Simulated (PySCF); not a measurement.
A search over the determinants of CaH

Unrestricted PBE0; basis Ca def2-SVP, H def2-SVP; no relativity; PySCF 2.14. Outer shells of the fragments: Ca 4s2; H 1s1.

Followed along the bond (rough minima from three points):

| 2Ms+1 | unpaired | ⟨S²⟩ at the start | R at minimum (Å) | Te (eV) |
| --- | --- | --- | --- | --- |
| 2 | σ ↑ | 0.75 | 1.99 | 0.00 |
| 4 | σ ↑↑, π ↑ | 3.75 | none in the scan | ≤ 4.01 |

Solutions found at the starting distance of 1.910 Å, counted from the lowest of them; the search is not exhaustive and high or unbound solutions are not listed, so other states can lie among these:

```tsv
2Ms+1	unpaired	term	E (eV)	⟨S²⟩	⟨Lz²⟩	μ (D)
2	σ ↑	²Σ⁺	0.00	0.75	0.00	-2.94
2	π ↑	²Π	1.81	0.75	1.00	-2.66
2	δ ↑	²Δ	2.10	0.76	4.00	-5.73
4	σ ↑↑, π ↑	⁴Π	4.32	3.75	1.00	-0.64
4	σ ↑↑, δ ↑	⁴Δ	4.76	3.75	4.00	1.86
4	σ ↑↑↑	⁴Σ⁺	4.92	3.75	0.00	5.47
```

A term symbol is given only where ⟨S²⟩ and ⟨Lz²⟩ are close to those of a pure state; real π, δ and φ orbitals otherwise mix terms. A positive dipole means Ca(−)H(+).

Counting both spins, an empty level lies below a filled one in some of these solutions, because spin and occupation are held.
